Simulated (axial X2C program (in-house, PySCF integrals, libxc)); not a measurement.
# Low determinants of Ga₂⁻ at the PBE0 level, without spin–orbit coupling

Computed with an in-house relativistic program for diatomic molecules. Spin-free means the one-electron spin-free X2C Hamiltonian. Basis: Ga dyall-av3z [10s10p8d2f] (cores contracted in-house); Gaussian nuclei, density fitting, unrestricted open shells. Masses: Ga 68.926 u.

Search at 2.480 Å (vertical energies from the lowest determinant):

| ΔE (eV) | state | electrons beyond evenly filled partner blocks | electrons in σ, π, δ, φ |
| --- | --- | --- | --- |
| 0.00 | M_S = 3/2, Λ = 0 | σα, π+α, π-α | 29 26 8 0 |
| 0.26 | M_S = 1/2, Λ = 0 | σβ, π+α, π-α | 29 26 8 0 |
| 0.58 | M_S = 1/2, Λ = 2 | σα, π+α, π+β | 29 26 8 0 |
| 0.58 | M_S = 1/2, Λ = 0 | σα, π+β, π-α | 29 26 8 0 |
| 0.81 | M_S = 1/2, Λ = 1 | π+α, π+β, π-α | 28 27 8 0 |
| 0.90 | M_S = 1/2, Λ = 1 | π+α | 30 25 8 0 |
| 1.67 | M_S = 3/2, Λ = 1 | 2 × π+α, π-α | 28 27 8 0 |

Lowest determinant, M_S = 3/2, Λ = 0 (beyond evenly filled blocks: σα, π+α, π-α): Re = 2.507 Å, ωe = 200.4 cm⁻¹.

The determinant in row 2 of the search, M_S = 1/2, Λ = 0 (beyond evenly filled blocks: σβ, π+α, π-α), was followed along the bond at PBE0; measured from the minimum of the lowest determinant it gives:

Te = 0.263 eV (2120 cm⁻¹), Re = 2.501 Å, ωe = 202.9 cm⁻¹.

Compare the bond of the determinant in row 2 with that of the lowest one.

At PBE0 its Re is 0.006 Å shorter and its force constant, which goes as ωe², is 1.03 times that of the lowest determinant. This determinant mixes spin states, so it has no term energy of its own.

The search compares states at one distance, so a state with another bond length can lie lower; it is not exhaustive and yields mostly the lowest determinant of each block pattern, so other components and higher states of one pattern are missing. These are energies of single determinants, not of spin-adapted states; PBE0 term energies can be off by some tenths of an eV, and the functional has no current term. The lowest determinant need not be the ground state where others lie within half an eV. For an anion, determinants above electron detachment are held by the basis set. The highest occupied level of some functionals is positive through self-interaction error; at Hartree–Fock it is bound. Row 2 is spin-contaminated (⟨S²⟩ = 1.77 against 0.75), so its values are not those of a pure state. Row 1 has a positive highest level at its minimum. Row 2 has a positive highest level at its minimum.
